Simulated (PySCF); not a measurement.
SMILES C(CB)C(C)C (C5H13B), GFN2-xTB optimised geometry.

```
19

B      1.61    -1.67     0.00
C      0.03    -1.67     0.00
C     -0.61    -0.27     0.00
C     -0.37     0.46     1.32
C      1.12     0.72     1.54
C     -1.14     1.78     1.36
H      2.21    -2.43     0.66
H      2.18    -1.02    -0.79
H     -0.40    -2.24     0.82
H     -0.28    -2.17    -0.92
H     -1.68    -0.36    -0.16
H     -0.19     0.32    -0.82
H     -0.73    -0.18     2.14
H      1.68    -0.21     1.40
H      1.31     1.09     2.54
H      1.49     1.44     0.82
H     -2.21     1.60     1.26
H     -0.97     2.29     2.30
H     -0.82     2.43     0.55
```

Density from B3LYP/def2-SVP run with PySCF at that geometry.

Minimum of the electron density along straight lines between bonded atoms, close to the bond critical point (lines longer than 1.1 times the sum of covalent radii, or with two minima, are not listed):

```csv
bond,length / Å,ρ at the minimum / e bohr⁻³,∇²ρ there / e bohr⁻⁵,position (fraction from the first atom)
B1–C2,1.576,0.184,-0.18,0.32
C2–C3,1.536,0.237,___,0.50
C3–C4,1.531,0.246,-0.56,0.50
C4–C5,1.523,0.248,-0.57,0.49
C4–C6,1.528,0.245,-0.56,0.50
B1–H7,1.172,0.180,___,0.43
B1–H8,1.171,0.181,___,0.43
C2–H9,1.092,0.273,-0.96,0.62
C2–H10,1.096,0.265,-0.91,0.62
C3–H11,1.093,0.276,-1.00,0.62
C3–H12,1.092,0.277,-1.00,0.62
C4–H13,1.097,0.276,-0.98,0.62
C5–H14,1.094,0.269,-0.93,0.61
C5–H15,1.088,0.277,-1.02,0.63
C5–H16,1.088,0.278,-1.02,0.63
C6–H17,1.088,0.277,-1.01,0.62
C6–H18,1.088,0.277,-1.01,0.62
C6–H19,1.088,0.277,-1.01,0.62
```

Complete the blanks.


- C2–C3, ∇²ρ there / e bohr⁻⁵: -0.52
- B1–H7, ∇²ρ there / e bohr⁻⁵: -0.13
- B1–H8, ∇²ρ there / e bohr⁻⁵: -0.11
